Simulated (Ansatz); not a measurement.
C₄H₃F₃, SMILES `FC1C=CC1(F)F`, relaxed with RKS PBE0-D4/def2-TZVP in Ansatz 0.2.0 from a PBE-D4/def2-SVP geometry. The force threshold is 0.005 eV/Å; the program also tests the step.

Total charge 0; spin multiplicity 1.

Start:

```xyz
10

F     0.898   -0.789    1.724
C    -0.116   -0.448    0.860
C    -0.248    1.025    0.520
C    -0.031    0.862   -0.806
C     0.219   -0.623   -0.666
F    -0.618   -1.441   -1.367
F     1.490   -1.043   -0.900
H    -1.050   -0.966    1.171
H    -0.482    1.898    1.147
H    -0.061    1.526   -1.683
```

| step | energy (eV) | largest force (eV/Å) | largest move (Å) |
| --- | --- | --- | --- |
| 1 | -12338.3364 | 0.554 | 0.000 |
| 2 | -12338.3812 | 0.237 | 0.022 |
| 3 | -12338.3858 | 0.028 | 0.012 |
| 4 | -12338.3859 | 0.012 | 0.002 |
| 5 | -12338.3859 | 0.007 | 0.001 |
| 6 | -12338.3859 | 0.005 | 0.003 |

End:

```xyz
10

F     0.888   -0.776    1.712
C    -0.119   -0.444    0.850
C    -0.249    1.016    0.511
C    -0.029    0.857   -0.796
C     0.216   -0.616   -0.659
F    -0.613   -1.428   -1.353
F     1.470   -1.036   -0.903
H    -1.031   -0.958    1.167
H    -0.483    1.873    1.129
H    -0.050    1.512   -1.657
```

It took 15 s on 4 threads of an Intel Xeon 6975P-C on a shared host, with 0.68 GiB of host memory at the peak.
